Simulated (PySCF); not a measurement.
Excitation energies in several basis sets

Compound: C₃H₆ClFSi.
SMILES: `F[SiH2]C/C=C\Cl`

TDDFT with PBE0 (PySCF), vertical singlets, core orbitals frozen in the response, spherical d and f functions. One conformer (not necessarily the lowest) at the PBE0-D3(BJ)/def2-SVP geometry, without solvent, vibrations or thermal averaging.

```csv
basis,functions,diffuse,S1 (eV),S2 (eV),S3 (eV),S4 (eV),S5 (eV),LUMO (eV),α (au)
6-31G*,104,no,6.38,6.76,7.02,7.40,7.77,0.03,60.6
def2-SVP,122,no,6.38,7.09,7.11,7.18,7.62,-0.15,62.7
6-31+G*,128,yes,6.05,6.18,6.41,6.57,6.96,-0.38,69.9
def2-SVPD,182,yes,6.14,6.43,6.59,6.80,7.15,-0.44,76.9
aug-cc-pVDZ,200,yes,5.95,6.09,6.26,6.50,6.74,-0.45,77.9
def2-TZVP,234,no,6.11,6.61,6.64,7.04,7.11,-0.36,72.4
def2-TZVPD,294,yes,5.98,6.19,6.33,6.51,6.97,-0.46,78.2
```

**Question.** How much do these states and the polarisability depend on the basis?

**Answer.** States are compared by their number. Against the largest diffuse basis here (def2-TZVPD, itself not a converged limit), sets without diffuse functions differ by up to 0.40 eV in S1 and 0.80 eV in S5; the smaller diffuse sets differ by up to 0.16 and 0.23 eV. State by state, the largest deviation of a set without diffuse functions is S1 0.40, S2 0.90, S3 0.78, S4 0.89, S5 0.80 eV. The same number needn't mean the same state in each row. Against def2-TZVPD the polarisability deviates by -23% in 6-31G*, -20% in def2-SVP, -11% in 6-31+G*, -2% in def2-SVPD, 0% in aug-cc-pVDZ, -7% in def2-TZVP. A single + in a Pople set puts diffuse functions on heavy atoms only.
